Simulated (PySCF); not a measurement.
Sr⁺: excitation energy

Sr⁺ [Kr] 5s1 (2S) → Sr⁺ [Kr] 5p1 (2P), as a difference of total energies. Calculation: PySCF 2.14, in ANO-RCC-VTZP (7s6p3d1f, 47 functions); scalar relativity by spin-free X2C-1e. Correlated levels: valence and next inner shell: [Ar] 3d10 frozen. The calculations carry no spin-orbit coupling.

```json
{"method": "UHF", "excitation energy (cm⁻¹)": "22215", "error (cm⁻¹)": "-2035"}
{"method": "MP2 (valence and next inner shell)", "excitation energy (cm⁻¹)": "24053", "error (cm⁻¹)": "-196"}
{"method": "SCS-MP2 (valence and next inner shell)", "excitation energy (cm⁻¹)": "23633", "error (cm⁻¹)": "-616"}
{"method": "CCSD (valence and next inner shell)", "excitation energy (cm⁻¹)": "23804", "error (cm⁻¹)": "-445"}
{"method": "CCSD(T) (valence and next inner shell)", "excitation energy (cm⁻¹)": "23914", "error (cm⁻¹)": "-335"}
```

Reference: 24249 cm⁻¹ (measured; NIST levels, between the centres of gravity of the two terms).

Errors of the correlated levels include the incompleteness of this basis and the frozen core.

The basis was made for the ground configuration and has no added diffuse functions, so the excitation energy can come out too high.
